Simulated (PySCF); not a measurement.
# Two-component Hartree-Fock for Ge³⁺ (germanium, charge +3)

Start: [Ar] 3d9 4s1 4p1; 3d3/2 filled at m_j = -3/2, -1/2, +1/2, +3/2; 3d5/2 filled at m_j = -3/2, -1/2, +1/2, +3/2, +5/2; 4s1/2 filled at m_j = +1/2; 4p3/2 filled at m_j = +3/2. Calculated with PySCF 2.14 in x2c-SVPall-2c with one added diffuse shell each of s, p, d type (6s7p4d, 47 functions): generalised Hartree-Fock with the X2C-1e Hamiltonian and a Gaussian nucleus; one run each with spin-orbit coupling (SO) switched off, then screened by Boettger's factors. This is a chosen level, not necessarily the ground level.

```json
{"spinor shell": "1s1/2", "electrons": "2", "ε, spin-free (eV)": "-11224.6", "ε, screened SO (eV)": "-11224.5", "weight of nominal j (screened SO)": "1.000", "rms radius, screened SO (bohr)": "0.0542"}
{"spinor shell": "2s1/2", "electrons": "2", "ε, spin-free (eV)": "-1503.1", "ε, screened SO (eV)": "-1503.1", "weight of nominal j (screened SO)": "1.000", "rms radius, screened SO (bohr)": "0.227"}
{"spinor shell": "2p1/2", "electrons": "2", "ε, spin-free (eV)": "-1315.5", "ε, screened SO (eV)": "-1337.8", "weight of nominal j (screened SO)": "1.000", "rms radius, screened SO (bohr)": "0.201"}
{"spinor shell": "2p3/2", "electrons": "4", "ε, spin-free (eV)": "-1315.5", "ε, screened SO (eV)": "-1304.7", "weight of nominal j (screened SO)": "1.000", "rms radius, screened SO (bohr)": "0.204"}
{"spinor shell": "3s1/2", "electrons": "2", "ε, spin-free (eV)": "-247.96", "ε, screened SO (eV)": "-247.97", "weight of nominal j (screened SO)": "1.000", "rms radius, screened SO (bohr)": "0.665"}
{"spinor shell": "3p1/2", "electrons": "2", "ε, spin-free (eV)": "-187.84", "ε, screened SO (eV)": "-192.30", "weight of nominal j (screened SO)": "0.961", "rms radius, screened SO (bohr)": "0.685"}
{"spinor shell": "3p3/2", "electrons": "4", "ε, spin-free (eV)": "-187.84", "ε, screened SO (eV)": "-185.68", "weight of nominal j (screened SO)": "0.981", "rms radius, screened SO (bohr)": "0.694"}
{"spinor shell": "3d3/2", "electrons": "4", "ε, spin-free (eV)": "-90.393", "ε, screened SO (eV)": "-91.332", "weight of nominal j (screened SO)": "0.822", "rms radius, screened SO (bohr)": "0.764"}
{"spinor shell": "3d5/2", "electrons": "5", "ε, spin-free (eV)": "-90.393", "ε, screened SO (eV)": "-89.716", "weight of nominal j (screened SO)": "0.858", "rms radius, screened SO (bohr)": "0.769"}
{"spinor shell": "4s1/2", "electrons": "1", "ε, spin-free (eV)": "-50.473", "ε, screened SO (eV)": "-50.480", "weight of nominal j (screened SO)": "0.999", "rms radius, screened SO (bohr)": "1.99"}
{"spinor shell": "4p3/2", "electrons": "1", "ε, spin-free (eV)": "-39.389", "ε, screened SO (eV)": "-39.257", "weight of nominal j (screened SO)": "1.000", "rms radius, screened SO (bohr)": "2.19"}
```

| quantity | spin-free | screened SO |
| --- | --- | --- |
| E (hartree) | -2093.42557 | -2093.49057 |
| M_J | 9/2 | 9/2 |
| ⟨J²⟩ | 24.759 | 24.759 |
| ⟨L²⟩ | 12.009 | 12.010 |
| ⟨S²⟩ | 3.750 | 3.752 |

Each row is a mean over spinors that exchange with the open shell spreads, by up to 10.069 eV (3p3/2).

Rows whose weight is well below 1 are mixtures of j = l ± 1/2: exchange outweighs spin-orbit coupling there, and the label is only the starting occupation.

Without spin-orbit coupling the j labels of p, d and f shells carry no meaning; the spin-free column gives the mean over the occupied spinors of each nl shell.
